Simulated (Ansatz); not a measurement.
Total energies of C$_{2}$H$_{8}$OSi$_{2}$, SMILES `C=C[SiH2][SiH2]O`.

```xyz
13

C    -2.035   -0.186    1.244
C    -1.130    0.603    0.669
Si   -0.418    0.312   -1.031
Si    1.785   -0.473   -0.781
O     2.576    0.356    0.416
H    -2.449   -1.050    0.731
H    -2.408   -0.002    2.247
H    -0.763    1.457    1.238
H    -0.436    1.583   -1.810
H    -1.250   -0.702   -1.740
H     1.733   -1.934   -0.472
H     2.603   -0.279   -2.004
H     2.192    0.315    1.293
```

Charge 0, multiplicity 1. The structure was optimised at the PBE0-D4/def2-TZVP level. It is one conformer, not always the lowest. Basis def2-TZVPP, the Gaussian-basis code of Ansatz.

RPA on PBE orbitals: Hartree–Fock energy of these orbitals -733.16377 Eh, correlation -1.39894 Eh (frozen core).

```tsv
functional	energy without D4 (Eh)	D4 term (kJ/mol)
LDA (SPW92)	-731.69220	–
PBE	-734.83190	-28.0
revPBE	-735.15836	-79.4
BLYP	-735.26549	-60.2
r2SCAN	-735.18917	-7.2
B97M-V	-735.16289	–
PBE0	-734.90342	-24.0
B3LYP	-735.38271	-45.0
r2SCANh	-735.17817	-7.7
r2SCAN0	-735.16290	-8.5
HSE06 (plane-wave form)	-734.88165	-22.5
BHLYP	-735.24513	-35.8
CAM-B3LYP	-735.27141	-24.6
LC-ωPBE	-735.04924	–
ωB97X-V	-735.19062	–
ωB97M-V	-735.21359	–
B2PLYP	-734.96440	–
PBE-QIDH	-734.71166	–
```

B3LYP takes the VWN-RPA correlation (the form of Gaussian; ORCA's B3LYP/G). HSE06 is the plane-wave form, built on full-range PBE exchange. The double hybrids freeze the cores in their second-order part.

LC-ωPBE has ω = 0.4 bohr⁻¹.
